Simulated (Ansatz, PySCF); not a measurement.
The PySCF input:
```python
from pyscf import gto, scf, dft

mol = gto.Mole()
mol.atom = '''
    Te   -0.00025927    0.04373338    0.00203842
    H    -1.13139252   -1.14269398   -0.07705391
    H     1.14487465   -1.13144164   -0.02894369
'''
mol.basis = 'def2-svp'
mol.ecp = {'Te': 'def2-svp'}
mol.verbose = 4
mol.build()

mf = dft.RKS(mol)
mf.xc = 'b3lyp5'
mf.grids.atom_grid = (99, 590)
mf.grids.prune = None
mf.kernel()
```

Problem. Give the equivalent Ansatz (a program for electronic structure) input.

Solution. This is not unique; one that fits is 
Ansatz 0.2 input:
```yaml
crystal:
  periodic: [false, false, false]
  atoms:
    - {symbol: Te, position_ang: [-0.00025927, 0.04373338, 0.00203842]}
    - {symbol: H, position_ang: [-1.13139252, -1.14269398, -0.07705391]}
    - {symbol: H, position_ang: [1.14487465, -1.13144164, -0.02894369]}
basis:
  gaussian:
    orbitals: def2-SVP
hamiltonian:
  xc: b3lyp5
accuracy: high
```

Both were run: PySCF gave -269.193148 Eh and Ansatz -269.193149 Eh, 0.001 mEh apart.
